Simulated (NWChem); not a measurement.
Molecule: SiIF3; SMILES F[Si](F)(F)I

def2 effective core potentials on I; no spin-orbit coupling.

Task: Give the equilibrium geometry at PBE0/def2-SVP with def2 effective core potentials on I (NWChem) as a Z-matrix, with the point group.

Result: point group C3v; any orientation.
```
Si
F 1 1.5961
F 1 1.5961 2 107.93
F 1 1.5961 2 107.93 3 -116.41
I 1 2.3846 2 110.97 3 121.79
```
